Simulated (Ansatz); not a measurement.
Molecule: PbS, charge 0, multiplicity 1. SMILES: [S]=[Pb]
Coordinates optimised at B3LYP-D3(BJ)/def2-TZVP (Ansatz, a first-principles code):
```
Pb
S 1 2.3055
```

Wanted: vertical ionisation energy (to the doublet state of charge +1; each state is the SCF solution reached for its spin; for the singlet T1 is 0.028), in eV. Valence correlation only, unless marked. UHF or UKS for open shells. Spin-orbit coupling is left out. The frozen core is the preceding noble-gas configuration, with the filled d and f shells of earlier blocks. Past Kr the def2 sets carry scalar-relativistic core potentials. Basis-set limits of correlation are two-point, X^-3; Hartree-Fock from the larger set.

| level | program | vertical ionisation energy (eV) |
|---|---|---|
| SVWN5/def2-TZVPD | Ansatz | 9.37 |
| PBE/def2-TZVPD | Ansatz | 9.02 |
| PBE0/def2-TZVPD | Ansatz | 8.87 |
| BHLYP/def2-TZVPD | Ansatz | 8.63 |
| CAM-B3LYP/def2-TZVPD | Ansatz | 8.85 |
| wB97M-V/def2-TZVPD | Ansatz | 8.82 |
| wB97X-V/def2-TZVPD | Ansatz | 8.76 |

What does CCSD(T)/CBS(def2-TZVPPD,def2-QZVPPD) (Ansatz) give?

9.04 eV, so wB97X-V/def2-TZVPD differs from it by -0.28 eV.
